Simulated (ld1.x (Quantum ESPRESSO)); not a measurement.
**xenon, TM: configuration errors across variants**

xenon (Xe), norm-conserving Troullier–Martins (Kleinman–Bylander form), made with ld1.x (Quantum ESPRESSO) 7.5 (LDA (PZ), fully relativistic). Core [Kr] 4d10, reference 5s2 5p6. Waves: 5p (bound): rc 1.70 bohr; 5s (bound): rc 1.40 bohr. Local part: the s channel. Core correction: none.

Open shells are filled in proportion to 2j + 1 (rel_dist='average').

All-electron excitation energies from the reference (eV): (1) 5s2 5p5 12.735; (2) 5s2 5p4 34.716; (3) 5s2 5p3 66.723; (4) 5s1 5p6 24.909; (5) 5s2 5p5.5 5.268; (6) 5s2 5p2 109.403.

2 further variants failed, have other tests or another functional or relativity, and are left out.

A true bound ghost makes a file unfit for plane-wave use even where its test errors are small: the radial tests pick states by their node count and pass the ghost by.

Errors AE − PS in meV (a dash: test not solved or not reliable):

| change | (1) | (2) | (3) | (4) | (5) | (6) | bound ghosts |
| --- | --- | --- | --- | --- | --- | --- | --- |
| base | +4.1 | +24 | +76 | +9.8 | +0.9 | +189 | none |
| wave 5s (bound): rc 1.40 bohr becomes 5s (bound): rc 1.68 bohr | +4.4 | +24 | +72 | +14 | +0.9 | +172 | none |
| local potential all-electron potential smoothed inside 1.05 bohr (lloc = -1) | +3.6 | +21 | +68 | +9.5 | +0.7 | +173 | s, p3/2, p1/2, d |
| wave 5p (bound): rc 1.70 bohr becomes 5p (bound): rc 1.50 bohr | +4.1 | +22 | +67 | +13 | +0.9 | +161 | p1/2 |
| all radii scaled by about 1.23 (s 1.72, p 2.10 bohr) | +4.2 | +24 | +73 | +12 | +0.9 | +175 | none |
| core correction a·sin(br)/r model core inside 0.96 bohr | +0.5 | -0.1 | -7.2 | -12 | +0.2 | -32 | none |
| all radii scaled by about 1.19 (s 1.66, p 2.02 bohr) | +4.2 | +24 | +74 | +12 | +0.9 | +178 | none |

Give the same row for: wave 5p (bound): rc 1.70 bohr becomes 5p (bound): rc 2.02 bohr.

+4.1, +24, +78, +8.7, +0.8, +196; bound ghosts: none.
